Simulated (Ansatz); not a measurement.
Reaction (ligand exchange at a Ge–O bond): `FC(F)(F)C[O][Ge]([Cl])([Cl])[Cl]` + HI → `[Cl][Ge]([Cl])([Cl])[I]` + `OCC(F)(F)F`

Isolated molecules relaxed with PBE0-D4/def2-TZVP in Ansatz; ΔE leaves out vibrations. CCSD(T)/CBS is the MP2 limit (def2-TZVPP, def2-QZVPP) plus CCSD(T) − MP2 in def2-TZVPP, frozen cores. DFT in def2-TZVPP. def2 core potentials past Kr. For Ge, I outer-core shells are correlated without core-valence functions, which leaves a few kJ/mol of doubt a bond. Scalar relativity is left out up to krypton. One conformer a species, not always the lowest.

`FC(F)(F)C[O][Ge]([Cl])([Cl])[Cl]`:

```xyz
12

F     0.886   -1.221    2.114
C    -0.335   -1.084    1.600
F    -0.947   -2.273    1.667
F    -1.009   -0.231    2.371
C    -0.294   -0.630    0.156
O     0.352    0.614    0.108
Ge    0.551    1.458   -1.413
Cl   -1.351    1.835   -2.273
Cl    1.676    0.257   -2.753
Cl    1.556    3.249   -0.966
H    -1.328   -0.576   -0.200
H     0.242   -1.397   -0.413
```

HI:

Cartesian coordinates in Å:
```
I 0.718 0.352 -0.095
H -0.718 -0.352 0.095
```

`[Cl][Ge]([Cl])([Cl])[I]`:

Z-matrix (Å, degrees):
```
Ge
Cl 1 2.124
Cl 1 2.124 2 108.3
I 1 2.477 2 110.6 3 121.3
Cl 1 2.124 2 108.3 3 -117.3
```

`OCC(F)(F)F`:

Cartesian coordinates in Å:
```
O -0.349 -0.749 1.389
C -0.332 0.346 0.526
C 0.168 -0.021 -0.856
F -0.605 -0.923 -1.458
F 1.408 -0.538 -0.790
F 0.222 1.063 -1.638
H 0.552 -1.059 1.515
H -1.357 0.708 0.425
H 0.294 1.172 0.888
```

Problem. Is it downhill or uphill in electronic energy at CCSD(T)/CBS, and by how much? (Estimate.)

Solution. The calculation gave: Downhill: ΔE = -46.7 kJ/mol.

Problem. What do these levels give: r2SCANh-D4, ωB97X-V, B2PLYP, BHLYP, HF/def2-SVP, SCS-MP2/def2-QZVPP? (Estimate.)

Solution. Computed: r2SCANh-D4 -47.5, ωB97X-V -41.2, B2PLYP -45.1, BHLYP -45.8, HF/def2-SVP -36.5, SCS-MP2/def2-QZVPP -45.5 kJ/mol.

Largest T1 diagnostic among the species: 0.011.

From BLYP to BHLYP (50 % exact exchange), in def2-TZVPP and without D4, ΔE moves by +4.3 kJ/mol. At CCSD(T), def2-SVP lies +21.4 kJ/mol from the extrapolated value and def2-TZVPP +12.0 kJ/mol. Leaving LDA and LC-ωPBE aside and taking each functional with its dispersion term where it has one, the values, not all of them listed here, spread over 18.3 kJ/mol, from HSE06-D4 to B97M-V. LDA lies +7.7 kJ/mol from PBE without D4.
